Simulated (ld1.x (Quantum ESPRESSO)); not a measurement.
Before and after: TM potential for xenon

| Item | Value |
| --- | --- |
| Element | Xe (Z = 54) |
| Generator | ld1.x (Quantum ESPRESSO) 7.5 |
| Type | norm-conserving Troullier–Martins (Kleinman–Bylander form) |
| Functional | PBE |
| Relativity | scalar-relativistic |
| Frozen core | [Kr] |
| Valence charge | 18 |
| Reference configuration | 4d10 5s2 5p6 |
| Partial waves | 5s (bound): rc 1.25 bohr; 5p (bound): rc 1.40 bohr; 4d (bound): rc 1.25 bohr |
| Local potential | all-electron potential smoothed inside 1.05 bohr (lloc = -1) |
| Core correction | Bessel-smoothed model core inside 1.20 bohr |

Change: all radii but the core radius scaled by about 1.09 (s 1.36, p 1.54, d 1.36 bohr); local potential all-electron potential smoothed inside 1.16 bohr (lloc = -1).

Cutoffs: the cutoffs (Ry, on a coarse ladder) from which the occupation-weighted sum of valence levels, in a spherical-Bessel basis at the reference potential, stays within 10 and 1 mRy of its value at 400 Ry; they do not see the model core or the augmentation charge, which bear on the density cutoff. Errors are all-electron minus pseudo energies relative to the spin-unpolarised reference configuration.

Task: What does the change do?

Result: The potential gets softer (160 Ry and 260 Ry → 120 Ry and 200 Ry); both files keep a bound ghost (p, s); of the 7 tests that both files solve, the error grows in 0 and shrinks in 4 by more than 15 % and 0.3 meV (median size 24.2 → 15.8 meV). A larger radius leaves more room for a smooth pseudo-wave, so fewer plane waves are needed. That the errors move this way runs against the usual rule that smaller radii transfer better.

```tsv
quantity	base	changed
cutoff, loose	160 Ry	120 Ry
cutoff, tight	260 Ry	200 Ry
loose cutoff by channel (10 mRy a level)	s 55 Ry, p 70 Ry, d 100 Ry	s 40 Ry, p 40 Ry, d 100 Ry
bound ghosts	s, p	s, p
error for 4d10 5s2 5p5, meV [ΔE 12.54 eV]	-6.1	-5.3
error for 4d10 5s2 5p4, meV [ΔE 34.29 eV]	-21	-16
error for 4d10 5s2 5p3, meV [ΔE 66.01 eV]	-41	-27
error for 4d10 5s1 5p6, meV [ΔE 24.68 eV]	-24	-15
error for 4d9 5s2 5p6, meV [ΔE 67.71 eV]	-519	-537
error for 4d10 5s2 5p2, meV [ΔE 108.33 eV]	-57	-29
error for 4d10 5s2 5p5.5, meV [ΔE 5.17 eV]	-2.0	-1.9
```

 A true bound ghost makes a file unfit for plane-wave use even where its test errors are small: the radial tests pick states by their node count and pass the ghost by.
